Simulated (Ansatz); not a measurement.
Reaction (ligand exchange at a Ge–C bond): `[CH3][GeH2][C](=N)Cl` + CH₃OH → `C[O][GeH2][CH3]` + `N=CCl`

Computed with Ansatz on PBE0-D4/def2-TZVP structures; ΔE is electronic, products minus reactants. CCSD(T)/CBS is the MP2 limit (def2-TZVPP, def2-QZVPP) plus CCSD(T) − MP2 in def2-TZVPP, frozen cores. This one scheme is used for every species. Functionals use def2-TZVPP. B3LYP here is the variant with VWN-RPA as its local correlation; programs differ in this. HSE06 is defined as in plane-wave codes. For Ge outer-core shells are correlated without core-valence functions, which leaves a few kJ/mol of doubt a bond. Scalar relativity is left out up to krypton. One conformer a species, not always the lowest.

```json
{"level": "LDA (SPW92)", "ΔE (kJ/mol)": "-30.9", "difference from CCSD(T)/CBS": "4.3"}
{"level": "PBE-D4", "ΔE (kJ/mol)": "-30.6", "difference from CCSD(T)/CBS": "4.6"}
{"level": "revPBE-D4", "ΔE (kJ/mol)": "-31.0", "difference from CCSD(T)/CBS": "4.2"}
{"level": "BLYP-D4", "ΔE (kJ/mol)": "-36.4", "difference from CCSD(T)/CBS": "-1.2"}
{"level": "r2SCAN-D4", "ΔE (kJ/mol)": "-37.7", "difference from CCSD(T)/CBS": "-2.5"}
{"level": "B97M-V", "ΔE (kJ/mol)": "-44.7", "difference from CCSD(T)/CBS": "-9.5"}
{"level": "PBE0-D4", "ΔE (kJ/mol)": "-33.1", "difference from CCSD(T)/CBS": "2.1"}
{"level": "B3LYP-D4", "ΔE (kJ/mol)": "-38.3", "difference from CCSD(T)/CBS": "-3.1"}
{"level": "r2SCANh-D4", "ΔE (kJ/mol)": "-37.9", "difference from CCSD(T)/CBS": "-2.7"}
{"level": "r2SCAN0-D4", "ΔE (kJ/mol)": "-38.3", "difference from CCSD(T)/CBS": "-3.1"}
{"level": "BHLYP-D4", "ΔE (kJ/mol)": "-42.4", "difference from CCSD(T)/CBS": "-7.2"}
{"level": "CAM-B3LYP-D4", "ΔE (kJ/mol)": "-42.6", "difference from CCSD(T)/CBS": "-7.4"}
{"level": "ωB97X-V", "ΔE (kJ/mol)": "-40.7", "difference from CCSD(T)/CBS": "-5.5"}
{"level": "ωB97M-V", "ΔE (kJ/mol)": "-37.6", "difference from CCSD(T)/CBS": "-2.4"}
{"level": "B2PLYP", "ΔE (kJ/mol)": "-42.0", "difference from CCSD(T)/CBS": "-6.8"}
{"level": "PBE-QIDH", "ΔE (kJ/mol)": "-37.6", "difference from CCSD(T)/CBS": "-2.4"}
{"level": "PBE", "ΔE (kJ/mol)": "-33.4", "difference from CCSD(T)/CBS": "1.8"}
{"level": "revPBE", "ΔE (kJ/mol)": "-34.3", "difference from CCSD(T)/CBS": "0.9"}
{"level": "BLYP", "ΔE (kJ/mol)": "-41.6", "difference from CCSD(T)/CBS": "-6.4"}
{"level": "r2SCAN", "ΔE (kJ/mol)": "-38.5", "difference from CCSD(T)/CBS": "-3.3"}
{"level": "PBE0", "ΔE (kJ/mol)": "-35.7", "difference from CCSD(T)/CBS": "-0.5"}
{"level": "B3LYP", "ΔE (kJ/mol)": "-42.9", "difference from CCSD(T)/CBS": "-7.7"}
{"level": "r2SCANh", "ΔE (kJ/mol)": "-38.7", "difference from CCSD(T)/CBS": "-3.5"}
{"level": "r2SCAN0", "ΔE (kJ/mol)": "-39.2", "difference from CCSD(T)/CBS": "-4.0"}
{"level": "HSE06", "ΔE (kJ/mol)": "-35.5", "difference from CCSD(T)/CBS": "-0.3"}
{"level": "BHLYP", "ΔE (kJ/mol)": "-47.3", "difference from CCSD(T)/CBS": "-12.1"}
{"level": "LC-ωPBE", "ΔE (kJ/mol)": "-40.1", "difference from CCSD(T)/CBS": "-4.9"}
{"level": "RPA@PBE/def2-TZVPP", "ΔE (kJ/mol)": "-37.6", "difference from CCSD(T)/CBS": "-2.4"}
{"level": "HF/def2-SVP", "ΔE (kJ/mol)": "-52.7", "difference from CCSD(T)/CBS": "-17.5"}
{"level": "CCSD/def2-SVP", "ΔE (kJ/mol)": "-46.2", "difference from CCSD(T)/CBS": "-11.0"}
{"level": "CCSD(T)/def2-SVP", "ΔE (kJ/mol)": "-44.3", "difference from CCSD(T)/CBS": "-9.1"}
{"level": "HF/def2-TZVPP", "ΔE (kJ/mol)": "-55.9", "difference from CCSD(T)/CBS": "-20.7"}
{"level": "SCS-MP2/def2-TZVPP", "ΔE (kJ/mol)": "-41.5", "difference from CCSD(T)/CBS": "-6.3"}
{"level": "CCSD/def2-TZVPP", "ΔE (kJ/mol)": "-40.4", "difference from CCSD(T)/CBS": "-5.2"}
{"level": "CCSD(T)/def2-TZVPP", "ΔE (kJ/mol)": "-37.5", "difference from CCSD(T)/CBS": "-2.3"}
{"level": "MP2/def2-QZVPP", "ΔE (kJ/mol)": "-35.6", "difference from CCSD(T)/CBS": "-0.4"}
{"level": "SCS-MP2/def2-QZVPP", "ΔE (kJ/mol)": "-40.6", "difference from CCSD(T)/CBS": "-5.4"}
{"level": "HF/CBS(def2)", "ΔE (kJ/mol)": "-57.1", "difference from CCSD(T)/CBS": "-21.9"}
{"level": "MP2/CBS(def2)", "ΔE (kJ/mol)": "-34.2", "difference from CCSD(T)/CBS": "1.0"}
{"level": "CCSD/CBS(def2)", "ΔE (kJ/mol)": "-38.1", "difference from CCSD(T)/CBS": "-2.9"}
{"level": "CCSD(T)/CBS", "ΔE (kJ/mol)": "-35.2", "difference from CCSD(T)/CBS": "0"}
```

Largest T1 diagnostic among the species: 0.012.

Leaving LDA and LC-ωPBE aside and taking each functional with its dispersion term where it has one, the values spread over 14.1 kJ/mol, from B97M-V to PBE-D4. In def2-TZVPP, CCSD(T) changes the Hartree–Fock value by +18.4 kJ/mol (the triples alone add +2.9 kJ/mol) and MP2 by +19.4 kJ/mol.

CCSD(T)/CBS has its own doubt, a few kJ/mol and more with outer-core shells, so smaller differences from it don't rank the levels.
